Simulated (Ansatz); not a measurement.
Consider the ligand exchange at a Ge–C bond: `[SH][GeH2][C]1=NC1` + H–F → `[F][GeH2][SH]` + `C1=NC1`.

Isolated molecules relaxed with PBE0-D4/def2-TZVP in Ansatz; ΔE leaves out vibrations. CCSD(T)/CBS is the MP2 limit (def2-TZVPP, def2-QZVPP) plus CCSD(T) − MP2 in def2-TZVPP, frozen cores. This one scheme is used for every species. DFT in def2-TZVPP. B3LYP here is the variant with VWN-RPA as its local correlation; programs differ in this. For Ge outer-core shells are correlated without core-valence functions, which leaves a few kJ/mol of doubt a bond. Scalar relativity is left out up to krypton. Each species was taken in one conformer, which may not be the lowest.

`[SH][GeH2][C]1=NC1`:

Z-matrix (Å, degrees):
```
Ge
C 1 1.938
S 1 2.215 2 104.3
H 1 1.535 2 109.2 3 -119.7
H 1 1.535 2 109.2 3 119.7
C 2 1.458 1 156.9 3 -180.0
N 2 1.253 1 136.0 3 0.1
H 3 1.347 1 91.5 2 -0.1
H 6 1.086 2 120.3 1 79.2
H 6 1.086 2 120.3 1 -79.1
```

H–F:

Cartesian coordinates in Å:
```
F -0.169 -0.428 0.014
H 0.169 0.428 -0.014
```

`[F][GeH2][SH]`:

Z-matrix (Å, degrees):
```
Ge
S 1 2.200
F 1 1.741 2 109.3
H 1 1.532 2 112.0 3 -116.0
H 1 1.530 2 107.9 3 115.4
H 2 1.343 1 94.0 3 77.5
```

`C1=NC1`:

Cartesian coordinates in Å:
```
C -0.715 0.380 0.145
N 0.196 1.116 -0.280
C 0.497 -0.368 -0.080
H -1.751 0.454 0.448
H 1.152 -0.620 0.748
H 0.621 -0.961 -0.981
```

Task: Is it downhill or uphill in electronic energy at CCSD(T)/CBS, and by how much? (Estimate.)

Result: Computed: Downhill: ΔE = -11.9 kcal/mol.

Task: What do these levels give: PBE-D4, PBE0-D4, PBE, B3LYP, MP2/def2-TZVPP, SCS-MP2/def2-TZVPP, CCSD/def2-TZVPP, CCSD(T)/def2-TZVPP, MP2/def2-QZVPP, SCS-MP2/def2-QZVPP, MP2/CBS(def2), CCSD/CBS(def2)? (An estimate is asked.)

Result: Ansatz gave: PBE-D4 -12.8, PBE0-D4 -12.5, PBE -14.4, B3LYP -17.1, MP2/def2-TZVPP -10.9, SCS-MP2/def2-TZVPP -13.2, CCSD/def2-TZVPP -13.2, CCSD(T)/def2-TZVPP -12.3, MP2/def2-QZVPP -10.9, SCS-MP2/def2-QZVPP -13.3, MP2/CBS(def2) -10.5, CCSD/CBS(def2) -12.8 kcal/mol.

Largest T1 diagnostic among the species: 0.012.

In def2-TZVPP, CCSD(T) changes the Hartree–Fock value by +7.3 kcal/mol (the triples alone add +0.9 kcal/mol) and MP2 by +8.7 kcal/mol. The D4 term adds +2.6 kcal/mol with B3LYP and +1.5 kcal/mol with PBE0; it sums over pairs of atoms, weighted by their polarisabilities, and B3LYP, whose exchange is more repulsive, gets the larger term.
